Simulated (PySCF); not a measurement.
Zinc: a sound run and one with changed settings

Sound run: Zn+ [Ar] 3d10 4s1, Zn(2+) [Ar] 3d10. Calculation: PySCF 2.14, in jorge-DZP-DKH (8s6p2d1f, 43 functions); the spin-free X2C one-electron Hamiltonian (Gaussian nucleus). In the sound run the correlated levels freeze [Ar]. The sound run starts from symmetry-adapted Hartree-Fock orbitals and uses a fine grid where one is needed.

Changed run: all electrons correlated in a basis built for the valence shell.

```json
{"species": "Zn+", "method": "MP2", "sound run (hartree)": "-1794.06687", "changed run (hartree)": "-1794.35189", "converged": "yes"}
{"species": "Zn(2+)", "method": "MP2", "sound run (hartree)": "-1793.43073", "changed run (hartree)": "-1793.71377", "converged": "yes"}
```

Ionisation energy of Zn+:

```json
{"method": "UHF", "sound run (eV)": "16.805", "changed run (eV)": "16.805"}
{"method": "MP2", "sound run (eV)": "17.310", "changed run (eV)": "17.364"}
{"method": "SCS-MP2", "sound run (eV)": "17.232", "changed run (eV)": "17.272"}
```

A valence basis has no tight correlating functions, so it recovers only part of the core correlation, and not evenly between atom and ion.

For comparison, NIST gives 17.964 eV between the lowest levels.
